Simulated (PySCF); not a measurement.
**Magnetic susceptibility: `CO/C=C\C/C=C\C#N`, C7H9NO**

Geometry (Å), atoms numbered from 1 in this order:
```xyz
18

C     3.421   -0.448   -0.430
O     2.057   -0.143   -0.270
C     1.232   -0.599   -1.254
C    -0.048   -0.258   -1.329
C    -0.721    0.664   -0.351
C    -1.627   -0.111    0.547
C    -2.933    0.116    0.694
C    -3.617    1.143    0.017
N    -4.195    1.972   -0.527
H     3.925   -0.076    0.460
H     3.838    0.043   -1.315
H     3.582   -1.528   -0.512
H     1.682   -1.267   -1.981
H    -0.659   -0.673   -2.113
H    -1.288    1.431   -0.883
H     0.053    1.142    0.254
H    -1.161   -0.921    1.094
H    -3.547   -0.481    1.356
```

Computed with GIAO KT3/pcSseg-1 magnetisability, rotational g tensor and spin-rotation constants, non-relativistic, gas phase in PySCF 2.14.0. Geometry: GFN2-xTB.

Q: What are the magnetisability and the molar susceptibility?

A: Isotropic -1203 × 10⁻³⁰ J/T², or -72.4 × 10⁻⁶ cm³/mol; principal values -1235, -1196, -1177 × 10⁻³⁰ J/T², anisotropy 51 × 10⁻³⁰ J/T² (root of half the summed squared differences of the principal values). The susceptibility is in cgs units.

Q: Split it along the inertial axes a, b, c into diamagnetic and paramagnetic parts about the centre of mass, with the quadrupole moment.

A: 
```csv
axis,χ (10⁻⁶ cm³/mol),diamagnetic (10⁻⁶ cm³/mol),paramagnetic (10⁻⁶ cm³/mol),summed x² of all electrons (Å²),quadrupole Θ (D Å)
a,-73.4,-322.0,248.6,474.5,-3.43
b,-72.4,-2144.9,2072.5,44.8,+1.58
c,-71.5,-2202.9,2131.5,31.1,+1.85
```
Anisotropies 2χaa − χbb − χcc = -3.1 and 2χbb − χaa − χcc = +0.2 × 10⁻⁶ cm³/mol. Θ is traceless in Buckingham's convention.

Q: And the rotational g tensor?

A: 
```tsv
axis	rotational constant (GHz)	g	nuclear part	electronic part
a	5.8404	-0.0582	0.6240	-0.6821
b	0.5732	-0.0068	0.5513	-0.5581
c	0.5574	-0.0069	0.5513	-0.5582
```
Asymmetric top; isotopes 12C, 1H, 14N, 16O; no vibrational averaging.
